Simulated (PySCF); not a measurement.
**Shifts of the heteroatoms**

Mapped SMILES: `[CH2:1]=[C:2]([F:3])[SiH2:4][O:5][SiH2:6][SiH:7]([CH3:8])[CH3:9]` (H(Xn): hydrogen on atom n). Ha(C1) is cis to F3; Hb(C1) is trans to F3.

[PySCF: geometry from GFN2-xTB; shieldings: GIAO PBE0/pcSseg-1; isolated molecule; one averaged value for each set of equivalent atoms; relativity neglected; one conformer]

**Question.** Where does 19F resonate?

**Answer.** 
| atoms | environment | σ (ppm) | δ (ppm) |
| --- | --- | --- | --- |
| F3 | vinylic fluorine | 277.4 | -104.3 |

Shieldings were converted by a linear fit to measured shifts: 19F (scatter 6.0 ppm rms, 7.0 ppm with the 5 outliers that the fit left out vs CFCl3, solution or neat liquid, with a term for F on sp3 carbon). A few per cent of atoms miss by over 2 rms, more outside the fitted compound classes.

On a 500 MHz spectrometer 19F resonates near 470.5 MHz, so 1 ppm is 470.5 Hz.

**Question.** Where does 29Si resonate?

**Answer.** 
```csv
atoms,environment,σ (ppm),δ (ppm)
Si6,"silicon bonded to O, Si, 2 H",372.7,-26.4
Si4,"silicon bonded to C, O, 2 H",396.8,-46.1
Si7,"silicon bonded to 2 C, Si, H",400.4,-49.2
```

Shieldings were converted by a linear fit to measured shifts: 29Si: δ = 279.94 − 0.822σ (rms 8.9 ppm, 72 shifts, 25.8 ppm with the 6 outliers that the fit left out vs TMS, solution or neat liquid). A few per cent of atoms miss by over 2 rms, more outside the fitted compound classes.

On a 600 MHz spectrometer 29Si resonates near 119.2 MHz, so 1 ppm is 119.2 Hz.

**Question.** What are the 17O shifts?

**Answer.** 
```
atoms            environment  σ (ppm)  δ (ppm)
   O5  oxygen bonded to 2 Si    338.1    -41.3
```

Shieldings were converted by a linear fit to measured shifts: 17O (scatter 10.7 ppm rms, 12.2 ppm with the 3 outliers that the fit left out vs liquid water, solution or neat liquid). Occasional misses reach two or three times the rms, and more in compound classes unlike the fitted ones.

On a 400 MHz spectrometer 17O resonates near 54.2 MHz, so 1 ppm is 54.2 Hz.
